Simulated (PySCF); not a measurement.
Excited states of Tc⁷⁺ (technetium, charge +7)

Ground state [Kr], ¹S. All numbers are calculated (PySCF 2.14, scalar relativity through the core potential, in aug-cc-pwCVTZ-PP with one added diffuse shell each of s, p, d, f, g type with ECP28MDF (9s9p8d5f4g, 147 functions)). Vertical excitation energies in eV without spin-orbit coupling; excited terms of each kind are numbered among those the solver found. Frozen: nothing.

```
 term  leading excitation  EOM-EE-CCSD
1 3P°              4p → d       42.284
1 3F°              4p → d       43.784
1 1D°              4p → d       46.131
1 3D°              4p → d       46.370
1 1F°              4p → d       46.751
1 1P°              4p → d       58.465
 1 3D              4s → d       74.245
 1 1D              4s → d       76.772
 1 3S              4p → p       79.164
 2 3D              4p → p       80.718
 2 1D              4p → p       81.257
```

The spin-orbit splitting of the hole, absent here, rivals or exceeds the spacing of these terms, so the LS terms are model states.

The solver can miss terms.
